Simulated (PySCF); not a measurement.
RbH⁻: one state, many levels of theory

State: ²Σ⁺ (doublet), unpaired electrons σ ↑. Set-up: basis Rb aug-cc-pVDZ-X2C, H aug-cc-pVDZ-DK; spin-free X2C with a Gaussian nucleus; PySCF 2.14. De refers to Rb + H⁻ in their ground configurations, without counterpoise correction. The functionals are run spin-unrestricted. A positive dipole points towards H; it is taken about the centre of mass and depends on that origin.

| Level | Re (Å) | ωe (cm⁻¹) | De (eV) | μ (D) | CPU s a point (SCF and correlation, without the integrals) |
| --- | --- | --- | --- | --- | --- |
| UHF-MP2 | 2.574 | 739 | n/a | n/a | 0.25 |
| UHF-SCS-MP2 | 2.581 | 733 | n/a | n/a | n/a |
| UHF-CCSD | 2.589 | 714 | 1.39 | n/a | n/a |
| UHF-CCSD(T) | 2.586 | 716 | 1.40 | n/a | 7.5 |
| PBE | 2.553 | 700 | 1.39 | 2.62 | 0.54 |
| revPBE | 2.576 | 682 | 1.36 | 2.79 | 0.31 |
| r²SCAN | 2.570 | 710 | 1.38 | 2.05 | 0.65 |
| TPSSh | 2.547 | 731 | 1.49 | 2.95 | 0.9 |
| PBE0 | 2.547 | 728 | 1.41 | 2.54 | 1.3 |
| r²SCAN0 | 2.564 | 725 | 1.39 | 1.72 | 0.76 |
| ωB97X | 2.550 | 750 | 1.50 | 3.84 | 2.2 |

Task: Which functional lies closest to UHF-CCSD(T) in De, which farthest, and by how much do they differ from it?

Result: Closest is PBE (-3.3 pm in Re, -2.2 % in ωe, -0.01 eV in De against UHF-CCSD(T) in the same basis), farthest ωB97X (-3.6 pm in Re, +4.7 % in ωe, +0.10 eV in De). CCSD(T) converges more slowly with the basis than the functionals do and binds too weakly in this one, so the order can change at the basis-set limit.

Task: What does a quarter of exact exchange do here, going from PBE to PBE0?

Result: PBE0 less PBE: -0.6 pm in Re, +4.0 % in ωe, +0.02 eV in De. Exact exchange removes part of the self-interaction that spreads semilocal densities, and in most molecules shortens and stiffens the bond and lowers De; here De goes the other way.

Task: What does the step from GGA to meta-GGA do here, going from PBE to r²SCAN?

Result: r²SCAN less PBE: +1.7 pm in Re, +1.4 % in ωe, -0.01 eV in De. 

Correlated steps freeze 9 core orbitals. Correlated levels converge slowly with the basis: in double zeta they bind strong bonds too weakly, by up to about 1 eV, and carry superposition errors of some tenths. Spin–orbit coupling is left out. For an ion De counts to the pair picked by the measured ionisation energies or electron affinities, which need not be the lowest pair at this level. Counting both spins, an empty level lies below a filled one in some of these solutions, because spin and occupation are held. The highest Kohn–Sham level is positive in this anion. Much of that is self-interaction error, but it also means that the finite basis helps to hold the extra electron. The state was picked by a PBE0 search and need not be the measured ground state.

The whole job (state search and all levels along the bond) took about 2.9 min on 1 thread of Intel Xeon @ 2.60GHz (shared host), peak memory 0.63 GiB.
